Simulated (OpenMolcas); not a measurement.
Ti2+ in a ligand field

Ti2+ with 6 ligands (chloride) in octahedral coordination (Oh) at 2.62 Å. A charge of +0.667 e stands 2.8 Å behind each ligand. Ligand basis ANO-RCC-VDZP.

```
Program             : OpenMolcas
Method              : CASSCF
Basis               : ANO-RCC-VDZP [5s4p2d1f]
Scalar Hamiltonian  : DKH2, point nucleus
Active space        : 2 electrons in 5 orbitals (3d)
State averaging     : 2S+1 = 3 even, 10 roots; 2S+1 = 1 even, 15 roots
Spin-orbit coupling : state interaction with AMFI integrals over the reference wave functions
```

The lowest spin-free states (labels of O, the rotations of Oh), above the lowest:

```json
{"State": "3T1", "Degeneracy": "3", "E (cm-1)": "0.0", "Free-ion L (%)": "F (97)"}
{"State": "3T2", "Degeneracy": "3", "E (cm-1)": "5171", "Free-ion L (%)": "F (100)"}
{"State": "3A2", "Degeneracy": "1", "E (cm-1)": "11258", "Free-ion L (%)": "F (100)"}
{"State": "1T2", "Degeneracy": "3", "E (cm-1)": "11471", "Free-ion L (%)": "D (79)"}
{"State": "1E", "Degeneracy": "2", "E (cm-1)": "11982", "Free-ion L (%)": "D (61)"}
{"State": "3T1", "Degeneracy": "3", "E (cm-1)": "16868", "Free-ion L (%)": "P (97)"}
{"State": "1T2", "Degeneracy": "3", "E (cm-1)": "19187", "Free-ion L (%)": "G (79)"}
{"State": "1A1", "Degeneracy": "1", "E (cm-1)": "20830", "Free-ion L (%)": "G (93)"}
{"State": "1T1", "Degeneracy": "3", "E (cm-1)": "21175", "Free-ion L (%)": "G (100)"}
{"State": "1E", "Degeneracy": "2", "E (cm-1)": "24872", "Free-ion L (%)": "G (61)"}
{"State": "1A1", "Degeneracy": "1", "E (cm-1)": "44830", "Free-ion L (%)": "S (93)"}
```

The lowest levels with spin-orbit coupling:

| E (cm-1) | Degeneracy | Label | 2S+1 |
| --- | --- | --- | --- |
| 0.0 | 2 | E | 3 |
| 5.1 | 3 | T2 | 3 |
| 177.6 | 3 | T1 | 3 |
| 265.4 | 1 | A1 | 3 |
| 5205 | 1 | A2 | 3 |
| 5230 | 3 | T2 | 3 |
| 5298 | 3 | T1 | 3 |
| 5302 | 2 | E | 3 |
| 11348 | 3 | T2 | 3 |
| 11573 | 3 | T2 | 1 |
| 12073 | 2 | E | 1 |
| 16848 | 1 | A1 | 3 |
| 16907 | 3 | T1 | 3 |
| 17019 | 3 | T2 | 3 |
| 17021 | 2 | E | 3 |
| 19284 | 3 | T2 | 1 |
| 20926 | 1 | A1 | 1 |
| 21270 | 3 | T1 | 1 |
| 24968 | 2 | E | 1 |
| 44927 | 1 | A1 | 1 |

Powder χT (cm3 K/mol): 0.0412 at 2 K, 0.116 at 10 K, 0.346 at 50 K, 0.608 at 100 K, 0.945 at 200 K, 1.12 at 300 K. The effective moment at 300 K is 2.828 √(χT) = 2.99 μB.

The lowest level has 2S+1 = 3, for which the spin-only value is χT = S(S+1) / 2 = 1.000 cm3 K/mol (g = 2). The computed 1.121 at 300 K differs by +0.121, through orbital momentum, spin-orbit coupling and any other state in reach. With a threefold ground state the orbital momentum is unquenched, so the spin-only value is not expected to hold.

Metal share of the active 3d orbitals (Löwdin): 92, 92, 97, 97, 97 %; Mulliken charge of the metal 1.54.

A least-squares ligand-field fit to the states below 45000 cm-1, each weighted by its degeneracy and with a free common offset, gives 10Dq = 6089 cm-1, B = 832 cm-1 and C = 3006 cm-1 (C/B = 3.61), with an rms deviation of 75 cm-1.

The same method and metal basis give the free ion B = 884 cm-1 (fit to its terms below 60000 cm-1, rms deviation 77 cm-1), so the nephelauxetic ratio is β = 832 / 884 = 0.94; it hangs on how both fits weigh the states, and computed free-ion B values tend to be too large, so β mixes covalency with correlation.

An orbital triplet at a regular site is open to Jahn-Teller coupling, which can distort the site and quench the lowest spin-orbit gaps and is left out. Without dynamic correlation the repulsion within the d shell is too large (B by tens of per cent), so at a given field states of lower spin stand too high. Ligand-to-metal charge-transfer states are missing. With no ligand orbital active B as a rule stays too high, so bands that hang on it stand too high and its fall with covalency is understated. With metal d orbitals alone and no dynamic correlation the field as a rule comes out too small, by tens of per cent, by up to half for chloride and softer ligands. No measured value stands beside these numbers; the geometry was imposed, not optimised, and the real ion may take another.

The RASSCF and RASSI steps took 24 s on 1 thread of Intel(R) Xeon(R) Platinum 8259CL CPU @ 2.50GHz (Skylake/Cascade Lake), with other jobs on the host; the integral step is not counted.
